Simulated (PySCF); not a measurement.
B(F)2(OEt) (C₂H₅BF₂O), SMILES CCOB(F)F.

Coordinates come from a ωB97X-D3(BJ)/def2-SVP optimisation. Other conformers were not sampled.

Two levels are set side by side: PBE/def2-TZVP (PySCF) and r2SCAN/def2-TZVP (PySCF). Same geometry, gas phase. Differences are taken from unrounded values.

| quantity | r2SCAN |
|---|---|
| orbital gap (eV) | 8.72 |
| highest occupied level (eV) | -8.06 |
| lowest empty level (eV) | 0.66 |
| dipole moment (D) | 2.42 |
| mean polarisability (bohr³) | 42.1 |

What does PBE give, and how far is it from r2SCAN? (The exact figures need the calculation; the answer reports its results.)


```json
[
 {"quantity": "orbital gap (eV)", "PBE": "7.71", "PBE minus r2SCAN": "-1.01"},
 {"quantity": "highest occupied level (eV)", "PBE": "-7.72", "PBE minus r2SCAN": "0.33"},
 {"quantity": "lowest empty level (eV)", "PBE": "-0.01", "PBE minus r2SCAN": "-0.68"},
 {"quantity": "dipole moment (D)", "PBE": "2.38", "PBE minus r2SCAN": "-0.04"},
 {"quantity": "mean polarisability (bohr³)", "PBE": "43.5", "PBE minus r2SCAN": "1.4"}
]
```

Rough cost on one machine, each run with all the roots and properties that it gave: r2SCAN against PBE about 4 times.
